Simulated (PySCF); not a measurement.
## Nitrogen: a sound run and one with changed settings

Sound run: N⁺ [He] 2s2 2p2, N²⁺ [He] 2s2 2p1. All numbers are calculated (PySCF 2.14, the non-relativistic Hamiltonian (point nucleus), in aug-cc-pVDZ (4s3p2d, 23 functions)). The sound run starts from symmetry-adapted Hartree-Fock orbitals and uses a fine grid where one is needed.

A second run was set up differently.

```
species  method  sound run (hartree)  changed run (hartree)  converged
     N⁺     UHF            -53.88126              -53.88126        yes
     N⁺     LDA            -53.56872              -53.56980        yes
     N⁺  r2SCAN            -54.02542              -54.02961        yes
    N²⁺     UHF            -52.80727              -52.80727        yes
    N²⁺     LDA            -52.46306              -52.46218        yes
    N²⁺  r2SCAN            -52.91667              -52.91694        yes
```

Ionisation energy of N⁺:

| method | sound run (eV) | changed run (eV) |
| --- | --- | --- |
| UHF | 29.225 | 29.225 |
| LDA | 30.087 | 30.140 |
| r2SCAN | 30.171 | 30.277 |

What was changed?
A. basis contracted for another Hamiltonian
B. a valence shell is frozen
C. all electrons correlated in a valence basis
D. angular grid far too coarse

D. It used 14 angular points. A coarse angular grid integrates products of high-l functions wrongly, so density functionals can shift, and the SCF can exploit the error; Hartree-Fock and MP2 need no grid.
